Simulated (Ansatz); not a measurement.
Wavefunction ladder for GeH$_{8}$N$_{2}$Si$_{2}$ (`[NH2][Ge][N]([SiH3])[SiH3]`)

Z-matrix (Å, degrees):
```
Si
N 1 1.735
H 1 1.489 2 111.5
H 1 1.488 2 111.6 3 -120.4
H 1 1.488 2 107.9 3 119.8
Ge 2 1.880 1 117.1 3 -121.4
Si 2 1.732 1 118.3 3 56.3
N 6 1.823 2 99.0 1 -176.1
H 7 1.488 2 111.8 1 -112.3
H 7 1.490 2 111.4 1 127.6
H 7 1.488 2 109.0 1 8.1
H 8 1.008 6 119.0 2 -178.8
H 8 1.009 6 129.1 2 6.8
```

Total charge 0; spin multiplicity 1. Correlated methods include outer-core shells of Ge, which these sets cover unevenly. Scalar relativity is left out up to krypton. Geometry: relaxed with PBE0-D4/def2-TZVP. It is one conformer, not always the lowest. Frozen core, restricted reference, Ansatz 0.2.0.

| basis | HF (Eh) | MP2 corr. |
| --- | --- | --- |
| def2-SVP | -2766.32325 | -0.75735 |
| def2-TZVPP | -2766.93495 | -0.91642 |
| def2-QZVPP | -2767.00122 | -1.22967 |

**Question.** Estimate the CCSD correlation energy and the (T) correction in each basis where they were run (hartree).

**Answer.** 
```tsv
basis	CCSD corr.	(T)
def2-SVP	-0.81081	-0.02497
def2-TZVPP	-0.96387	-0.03913
```
